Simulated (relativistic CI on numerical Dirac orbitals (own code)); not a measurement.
# Slater and spin-orbit integrals, Eu⁴²⁺

Computed by Dirac-Coulomb-Breit CI, KLI orbitals optimised for each configuration, model QED (radiative potential, 1s self-energy scaled to tabulated hydrogen-like ionisation energies), unscaled Slater integrals (own radial code, finite nucleus).

Slater integrals F^k, G^k are unscaled and averaged over j, outside the closed core [Ne]; ζ comes from projecting the Hamiltonian with its Breit term on Σ l·s of the shell.

- 3s²3p⁶3d³: F^2(3d,3d) = 499730, F^4(3d,3d) = 322930, ζ(3d) = 110640 cm⁻¹; <r>(3d) = 0.2047, <r^2>(3d) = 0.04853 (bohr units).
- 3s²3p⁵3d⁴: ζ(3p) = 820540, F^2(3d,3d) = 498880, F^4(3d,3d) = 322350, F^2(3p,3d) = 431010, G^1(3p,3d) = 457750, G^3(3p,3d) = 306200, ζ(3d) = 109560 cm⁻¹; <r>(3p) = 0.23, <r^2>(3p) = 0.06116, <r>(3d) = 0.205, <r^2>(3d) = 0.04868 (bohr units).
- 3s3p⁶3d⁴: F^2(3d,3d) = 498550, F^4(3d,3d) = 322130, G^2(3s,3d) = 347180, ζ(3d) = 110110 cm⁻¹; <r>(3s) = 0.2349, <r^2>(3s) = 0.06297, <r>(3d) = 0.2051, <r^2>(3d) = 0.04874 (bohr units).

Q: Give the Racah parameters of the d shell in 3s²3p⁶3d³.

A: B = F²/49 − 5F⁴/441 = 6537 cm⁻¹ and C = 35F⁴/441 = 25629 cm⁻¹.

Averages of the first 10 configurations, taken without configuration mixing, which lowers the lowest level and can move excited configurations by several eV; other configurations of the list can lie among them:

```csv
Configuration,Parity,States,Average energy above the lowest level (eV)
3s²3p⁶3d³,even,120,67.1
3s²3p⁵3d⁴,odd,1260,381.9
3s3p⁶3d⁴,even,420,659.5
3s²3p⁶3d²4s,even,90,1370.4
3s²3p⁶3d²4p,odd,270,1474.6
3s²3p⁶3d²4d,even,450,1599.2
3s²3p⁵3d³4s,odd,1440,1676.5
3s²3p⁶3d²4f,odd,630,1700.0
3s²3p⁵3d³4p,even,4320,1781.0
3s3p⁶3d³4s,even,480,1955.8
```
